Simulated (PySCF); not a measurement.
Isomers of C4H8Si. Isolated molecules, 0 K electronic values unless said otherwise. One relaxed conformer stands for each flexible species; it need not be the lowest. Strings in code marks are SMILES.

Computed with PBE-D3(BJ)/def2-TZVP // B3LYP-D3(BJ)/def2-TZVP (PySCF). All candidates: neutral, multiplicity 1. Delta-SCF ions had no search for a lower state. 

```
Item                                      Result
--------------------------------------  --------
vertical ionisation energy (Delta-SCF)   8.84 eV
HOMO                                    -5.95 eV
HOMO–LUMO gap                            5.10 eV
```

Name which member has these values.
A) `C=C=[Si](C)C`
B) `[SiH3]C1=CCC1`
C) `C=C=CC[SiH3]`
D) `C[C@@H]1CC1=[SiH2]`

C, `C=C=CC[SiH3]`. The others give `C[C@@H]1CC1=[SiH2]`: 8.05 eV, -5.20 eV, 3.32 eV; `C=C=[Si](C)C`: 7.44 eV, -4.62 eV, 3.36 eV; `[SiH3]C1=CCC1`: 9.17 eV, -6.24 eV, 5.03 eV
